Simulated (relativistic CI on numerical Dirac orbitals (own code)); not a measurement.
## Ligand-field terms of d7

Computed with a parametric ligand-field model of a d^n configuration (Racah B and C, spin-orbit zeta, crystal field), exact diagonalisation.

Field parameters in Wybourne normalisation: Oh B⁴₀ = 21Dq, B⁴₄ = √(5/14) B⁴₀. The field is a parameter set, without covalency, and values of 10Dq over about 45,000 cm⁻¹ lie beyond real compounds.

B = 1050 cm⁻¹, C = 4520 cm⁻¹ (C/B = 4.30), Oh, no spin-orbit coupling. Tanabe-Sugano data, E/B above the lowest term (Δ = |10Dq|; b, c mark the second and third term of a kind):

```
 Δ/B    4T1    4T2     4A2  4T1(b)     2E    2T1    2T2  2T1(b)
 1.0   0.00   0.81    1.81   15.62  17.23  17.50  17.30   22.12
 3.0   0.00   2.49    5.49   16.97  16.42  18.08  17.89   22.51
 5.0   0.00   4.22    9.22   18.44  14.84  18.25  18.25   22.84
 7.0   0.00   6.00   13.00   20.00  13.05  18.27  18.47   23.12
 9.0   0.00   7.82   16.82   21.63  11.18  18.22  18.58   23.35
11.0   0.00   9.66   20.66   23.32   9.27  18.16  18.64   23.55
13.0   0.00  11.53   24.53   25.06   7.34  18.09  18.67   23.70
15.0   0.00  13.42   28.42   26.83   5.39  18.02  18.68   23.83
17.0   0.00  15.32   32.32   28.64   3.44  17.96  18.68   23.94
19.0   0.00  17.23   36.23   30.46   1.48  17.90  18.67   24.04
21.0   0.48  19.64   40.64   32.79   0.00  18.33  19.14   24.59
23.0   2.45  23.54   46.54   36.62   0.00  20.25  21.10   26.63
25.0   4.42  27.45   52.45   40.47   0.00  22.18  23.05   28.66
27.0   6.39  31.37   58.37   44.34   0.00  24.11  25.01   30.68
29.0   8.37  35.29   64.29   48.22   0.00  26.05  26.98   32.70
31.0  10.35  39.23   70.23   52.11   0.00  27.99  28.94   34.72
33.0  12.32  43.17   76.17   56.01   0.00  29.94  30.91   36.73
35.0  14.31  47.11   82.11   59.91   0.00  31.89  32.88   38.74
37.0  16.29  51.06   88.06   63.83   0.00  33.85  34.85   40.75
39.0  18.27  55.01   94.01   67.75   0.00  35.81  36.82   42.76
41.0  20.26  58.97   99.97   71.68   0.00  37.77  38.79   44.77
43.0  22.24  62.92  105.92   75.61   0.00  39.73  40.77   46.77
45.0  24.23  66.89  111.89   79.54   0.00  41.70  42.75   48.78
47.0  26.21  70.85  117.85   83.49   0.00  43.67  44.72   50.78
```

The ground term changes from 4T1 to 2E between Δ/B = 19.0 and 21.0.
